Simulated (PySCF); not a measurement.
## Fe (iron, neutral) across methods

[Ar] 3d6 4s1 4p1, one real determinant (an excited configuration). Calculation: PySCF 2.14, in dyall-av2z; the non-relativistic Hamiltonian (point nucleus).

```csv
method,E (hartree),mean ε 3d β (eV),mean ε 4s α (eV),mean ε 4p α (eV),Σ⟨r²⟩ (bohr²),⟨S²⟩
r2SCAN,-1263.563,-7.005,-6.977,-2.803,44.11,12.001
PBEsol,-1262.167,-6.835,-6.755,-2.629,44.67,12.001
LDA,-1261.108,-6.960,-6.912,-2.687,44.68,12.001
UHF,-1262.39076,-14.198,-9.775,-5.320,45.32,12.003
PBE0,-1263.367,-8.975,-7.585,-3.377,44.63,12.001
M06,-1263.500,-8.564,-7.485,-3.102,45.55,12.005
revPBE,-1263.479,-6.950,-6.667,-2.643,44.96,12.001
r2SCAN0,-1263.544,-9.033,-7.784,-3.460,44.13,12.002
PBE,-1263.335,-6.982,-6.723,-2.654,44.96,12.001
```

⟨L²⟩ = 8.02 against 12 for a pure F term, so this real determinant mixes terms.
